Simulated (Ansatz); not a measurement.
Relaxation of ClH5OSi2 (9 atoms, charge 0, multiplicity 1), to a largest force component of 0.02 eV/Å in at most 40 steps.

The calculation used RKS PBE-D4/6-31G* (Ansatz).

```xyz
9
Properties=species:S:1:pos:R:3:forces:R:3
Si 0.000 0.000 0.000 -0.43 -0.82 0.50
Cl 0.000 0.000 2.130 0.22 0.39 -0.72
H 1.377 0.000 -0.486 0.64 -0.07 -0.05
H -0.688 1.191 -0.486 -0.38 0.58 -0.04
O -0.791 -1.371 -0.559 0.44 0.57 0.32
Si -1.673 -2.433 0.398 0.06 -0.01 -0.19
H -1.263 -2.287 1.792 0.05 -0.16 0.60
H -3.096 -2.132 0.276 -0.74 0.15 -0.09
H -1.426 -3.804 -0.040 0.14 -0.63 -0.33
```

Question: Where does it end, and by what steps?

Answer: The run converged. The force dipped under the threshold on the way, but the program's further checks kept it going. After 10 steps the energy has fallen by 0.262 eV; Cl2 moved furthest, 0.66 Å.

```csv
step,energy less start (eV),largest force component (eV/Å),accepted
0,0.0000,0.821,yes
1,-0.1655,0.452,yes
2,-0.2079,0.468,yes
3,-0.2426,0.252,yes
4,-0.2546,0.058,yes
5,-0.2554,0.185,yes
6,-0.2610,0.042,yes
7,-0.2617,0.010,yes
8,-0.2618,0.034,yes
9,-0.2619,0.033,yes
10,-0.2622,0.003,yes
```

```xyz
9
Properties=species:S:1:pos:R:3
Si 0.056 0.021 0.046
Cl 0.235 0.611 2.034
H 1.398 0.149 -0.588
H -0.961 0.925 -0.573
O -0.409 -1.560 -0.063
Si -1.689 -2.525 0.439
H -1.546 -2.870 1.889
H -2.994 -1.814 0.227
H -1.652 -3.771 -0.386
```

Whether the end is a true minimum wasn't checked by a vibrational analysis.

Time of the run: 37 s on 1 thread of Arm Neoverse V2, on a shared host, peak memory 0.12 GiB.
